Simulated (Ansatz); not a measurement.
Consider the isomerisation: `C[SiH2][SiH](O)O` → `OC[SiH2][SiH2]O`.

Isolated molecules relaxed with PBE0-D4/def2-TZVP in Ansatz; ΔE leaves out vibrations. CBS: MP2 limit from def2 TZ/QZ plus the TZ coupled-cluster correction, frozen cores. Each species was taken in one conformer, which may not be the lowest.

```tsv
species	MP2/CBS(def2) energy (Eh)
`C[SiH2][SiH](O)O`	-771.39771
`OC[SiH2][SiH2]O`	-771.30787
```

Work out ΔE.

ΔE = (-771.30787) − (-771.39771) = 0.08984 Eh = +56.4 kcal/mol. CCSD(T)/CBS gives +54.0 kcal/mol.

Largest T1 diagnostic among the species: 0.012.

From PBE to PBE0 (25 % exact exchange), in def2-TZVPP and without D4, ΔE moves by +1.3 kcal/mol.
